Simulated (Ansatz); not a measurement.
Stepwise reaction of `ClB(Br)Br` with ammonia, as a gas-phase model of exchange steps in deposition or etching. ΔE in kJ/mol; ΔG adds harmonic PBE0-D4 terms to CCSD(T)/CBS, at 1 bar.

Program: Ansatz. Geometries: PBE0-D4/def2-TZVP. ΔE: electronic, gas phase. CCSD(T)/CBS is the MP2 limit (def2-TZVPP, def2-QZVPP) plus CCSD(T) − MP2 in def2-TZVPP, frozen cores. This one scheme is used for every species. Functionals use def2-TZVPP. B3LYP here is the variant with VWN-RPA as its local correlation; programs differ in this. For Br outer-core shells are correlated without core-valence functions, which leaves a few kJ/mol of doubt a bond. Scalar relativity is left out up to krypton. Each species was taken in one conformer, which may not be the lowest.

| step | reaction | PBE-D4 | B3LYP-D4 | ωB97M-V | CCSD(T)/CBS | ΔG(500 K) |
| --- | --- | --- | --- | --- | --- | --- |
| 2 | `NB(Cl)Br` + NH₃ → `NB(N)Cl` + HBr | -14.4 | -21.6 | -20.6 | -15.3 | -18.2 |

Problem. Give the row of step 1, `ClB(Br)Br` + NH₃ → `NB(Cl)Br` + HBr. (Best estimate.)

Solution. Ansatz gave: 
```
step                              reaction  PBE-D4  B3LYP-D4  ωB97M-V  CCSD(T)/CBS  ΔG(500 K)
   1  `ClB(Br)Br` + NH₃ → `NB(Cl)Br` + HBr   -55.6     -64.6    -65.3        -57.3      -60.4
```

Problem. By hand: ΔE of the 2 steps together at CCSD(T)/CBS.

Solution. (-57.3) + (-15.3) = -72.6 kJ/mol, or -36.3 kJ/mol a step.

In ΔE each step is higher than the one before. All are downhill at CCSD(T)/CBS. ΔG lies between -60.4 and -18.2 kJ/mol a step. PBE-D4 differs from CCSD(T)/CBS by 0.9 to 1.7 kJ/mol a step. Isolated molecules leave out the surface, adducts and barriers. Largest T1 diagnostic: 0.010.
